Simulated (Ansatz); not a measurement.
Consider the redistribution: `[SiH3]B[SiH2]Cl` + `O=CO[SiH3]` → `[SiH3]BO[SiH3]` + `O=C[SiH2]Cl`.

Computed with Ansatz on PBE0-D4/def2-TZVP structures; ΔE is electronic, products minus reactants. CCSD(T)/CBS is the MP2 limit (def2-TZVPP, def2-QZVPP) plus CCSD(T) − MP2 in def2-TZVPP, frozen cores. DFT in def2-TZVPP. Each species was taken in one conformer, which may not be the lowest.

Is it downhill or uphill in electronic energy at CCSD(T)/CBS, and by how much? (An estimate is asked.)

The calculation gave: Downhill: ΔE = -23.5 kcal/mol.

What do these levels give: BLYP-D4, r2SCAN-D4, r2SCANh-D4, ωB97X-V, PBE0, r2SCANh, r2SCAN0, CAM-B3LYP, RPA@PBE/def2-TZVPP, CCSD/def2-SVP, HF/def2-TZVPP, CCSD/CBS(def2)? (Best estimate.)

The calculation gave: BLYP-D4 -23.4, r2SCAN-D4 -20.0, r2SCANh-D4 -20.1, ωB97X-V -21.2, PBE0 -20.0, r2SCANh -20.2, r2SCAN0 -20.3, CAM-B3LYP -23.8, RPA@PBE/def2-TZVPP -23.8, CCSD/def2-SVP -22.6, HF/def2-TZVPP -23.3, CCSD/CBS(def2) -23.7 kcal/mol.

Largest T1 diagnostic among the species: 0.016.

Leaving LDA and LC-ωPBE aside and taking each functional with its dispersion term where it has one, the values, not all of them listed here, spread over 4.3 kcal/mol, from B2PLYP to PBE-D4. LDA lies +1.7 kcal/mol from PBE without D4. At CCSD(T), def2-SVP lies +1.0 kcal/mol from the extrapolated value and def2-TZVPP +0.6 kcal/mol.
